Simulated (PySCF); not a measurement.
## Assignment exercise: CH$_{11}$OPSi$_{3}$

Bonds (- single, = double, # triple, : aromatic): C1-Si2, Si2-P3, Si2-Si4, Si4-O5, O5-Si6. C1 carries H7, H8, H9; Si2 carries H10; P3 carries H11, H12; Si4 carries H13, H14; Si6 carries H15, H16, H17. Stereochemistry as in C[Si@H](P)[SiH2]O[SiH3]. H13 is pro-R; H14 is pro-S.

- GIAO PBE0/pcSseg-1 shieldings
- geometry from GFN2-xTB
- code: PySCF
- no relativistic terms, fast rotation and ring inversion assumed for equivalent nuclei, no solvent, one conformer

Scale: ¹H against TMS (reference shieldings calculated alike).

Q: Assign these signals to the numbered atoms. ¹H NMR (600 MHz, computed): δ 5.50 (m, 1H), 5.50 (m, 1H), 5.08 (s, 3H), 4.50 (m, 1H), 0.64 (m, 2H), 0.49 (m, 3H).

A: 
5.50 → H14, hydrogen on a silicon bonded to O, Si
5.50 → H13, hydrogen on a silicon bonded to O, Si
5.08 → H15/H16/H17, hydrogen on a silicon bonded to O
4.50 → H10, hydrogen on a silicon bonded to C, P, Si
0.64 → H11/H12, hydrogen on a phosphorus bonded to Si
0.49 → H7/H8/H9, hydrogen on a methyl carbon bonded to Si: an electropositive neighbour shields it, as in TMS itself

H14 and H13 lie closer than the usual error of such a calculation, so a measured spectrum could show them in the other order.

Multiplicities follow the n + 1 count of equivalent neighbours, as no J values were calculated; m marks all less simple cases, F and P coupling included.
